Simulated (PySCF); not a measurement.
**The third ionisation energy along group 13**

Calculated with PySCF 2.14 from differences of total energies of unrestricted determinants, without spin-orbit coupling. Values in eV. The last column holds reference values (NIST; (s) semi-empirical, (t) theoretical, else measured). Unmarked ones compare directly (S terms, centres of terms, or small fine structure); those marked * lie between the lowest fine-structure levels and include a spin-orbit shift.

```
                                                                              element                       configurations     UHF     LDA    PBE0  r2SCAN  MP2 (valence and next inner shell)  SCS-MP2 (valence and next inner shell)  reference
 B (x2c-QZVPPall with one added diffuse shell each of s, p, d, f type, spin-free X2C)                       [He] 2s1 → 1s2  37.829  37.909  38.241  37.873                              37.863                                  37.861     37.931
Al (x2c-QZVPPall with one added diffuse shell each of s, p, d, f type, spin-free X2C)                      [Ne] 3s1 → [Ne]  28.089  28.877  28.736  28.438                              28.377                                  28.316     28.448
Ga (x2c-QZVPPall with one added diffuse shell each of s, p, d, f type, spin-free X2C)            [Ar] 3d10 4s1 → [Ar] 3d10  29.633  31.931  31.203  31.321                              30.691                                  30.491     30.726
In (x2c-QZVPPall with one added diffuse shell each of s, p, d, f type, spin-free X2C)            [Kr] 4d10 5s1 → [Kr] 4d10  26.627  28.971  28.208  28.228                              28.065                                  27.810     28.044
Tl (x2c-QZVPPall with one added diffuse shell each of s, p, d, f type, spin-free X2C)  [Xe] 4f14 5d10 6s1 → [Xe] 4f14 5d10  28.154     n/a     n/a     n/a                                 n/a                                     n/a     29.852
```

```csv
method,elements,mean error (eV),mean absolute error (eV),largest error (eV)
UHF,5,-0.934,0.934,-1.698
LDA,4,0.635,0.646,1.205
PBE0,4,0.310,0.310,0.477
r2SCAN,4,0.178,0.212,0.595
MP2 (valence and next inner shell),4,-0.038,0.049,-0.071
SCS-MP2 (valence and next inner shell),4,-0.167,0.167,-0.235
```

Errors include the incompleteness of the basis and the frozen core.

"Valence" correlates the outer s and p shells and, in groups 3 to 12 and the f block, the outer d or f shell, open or full, or the next shell where the ion has no valence electron left; the wider scheme adds the next inner shell.
